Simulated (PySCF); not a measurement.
## Worked example: chemical shift, span and skew from a shielding tensor

BeFH3Si, SMILES [F][Be][SiH3]. Atoms are numbered in the order given.

```xyz
6

Be     0.0000     0.0000    -0.8767
F      0.0000     0.0000    -2.2467
Si     0.0000     0.0000     1.2997
H      1.2015     0.6937     1.8437
H      0.0000    -1.3874     1.8437
H     -1.2015     0.6937     1.8437
```
Charge 0, spin multiplicity 1.

The structure is a stationary point at PBE0-D3(BJ)/def2-TZVP.

GIAO shieldings from PySCF with KT2/pcSseg-2, non-relativistic, no solvent. The symmetric part of the tensor of F2 has the principal values 170.8, 170.8, 478.3 ppm. The same nucleus in CFCl3 has σ = 125.1 ppm at this level (PySCF, at its B3LYP-D3(BJ)/def2-TZVP geometry).

Task: Work out the isotropic shielding, the ¹⁹F shift against CFCl3, the span and the skew.

Result: 
σ(iso) = (σ11 + σ22 + σ33)/3 = 273.3 ppm. δ = σ(ref) − σ(iso) = 125.1 − (273.3) = -148.2 ppm.
Span Ω = σ33 − σ11 = 307.5 ppm. Skew κ = 3(σ(iso) − σ22)/Ω = 1.00, an axial tensor. Tumbling in solution averages the tensor to δ; in a static solid the shielding alone would spread this spin-1/2 line over Ω.
